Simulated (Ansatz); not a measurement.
The same path of F4Ge + H4Si (10 atoms, charge 0, multiplicity 1) was run twice with different band settings. Lost on the way: Ge1–F2, Si6–H10. Made: Ge1–Si6, F2–H10.

The calculation used RKS PBE0/def2-SVP in Ansatz 0.2.0.

Relaxed end points:

```xyz
10
Properties=species:S:1:pos:R:3
Ge 0.622 -0.073 -0.133
F 1.119 0.180 1.472
F 1.972 0.029 -1.157
F -0.507 1.118 -0.583
F -0.082 -1.611 -0.285
Si -3.127 0.073 1.345
H -3.146 -0.579 0.003
H -4.030 -0.665 2.276
H -3.571 1.492 1.226
H -1.735 0.036 1.889
```

```xyz
10
Properties=species:S:1:pos:R:3
Ge -0.587 -0.131 -0.314
F -0.385 0.064 2.589
F 0.485 1.189 -0.581
F -0.687 -0.920 -1.843
F 0.398 -1.257 0.616
Si -2.667 0.358 0.730
H -3.644 0.547 -0.379
H -3.017 -0.835 1.545
H -2.492 1.599 1.523
H 0.110 -0.612 2.168
```

Common settings: movable images 7; climbing image yes; optimiser quadratic models (default); start path through a guess of the saddle point; force threshold 0.05 eV/Å; iteration limit 60; end points relaxed.

| run | spring |
| --- | --- |
| 1 | 5.0 eV/Å² |
| 2 | 20.0 eV/Å² |

(1) What does each run give, and how far can it be trusted?

## Answers

(1) Run 1: converged after 24 iterations, highest image 1.957 eV above the first end. Neighbouring images differ by up to 1.7 eV, so the band resolves the path poorly. A vibrational analysis at the climbing image gives one clearly imaginary mode, 1175i cm⁻¹: a first-order saddle point.
Run 2: converged after 23 iterations, highest image 1.957 eV above the first end. Neighbouring images differ by up to 1.7 eV, so the band resolves the path poorly. Another band between the same ends (7 images) ends at a top of the same energy, where a vibrational analysis finds 1 clearly imaginary mode.
The orbitals stay closed-shell, which can raise the energy where a bond breaks towards radicals; this wasn't checked here.
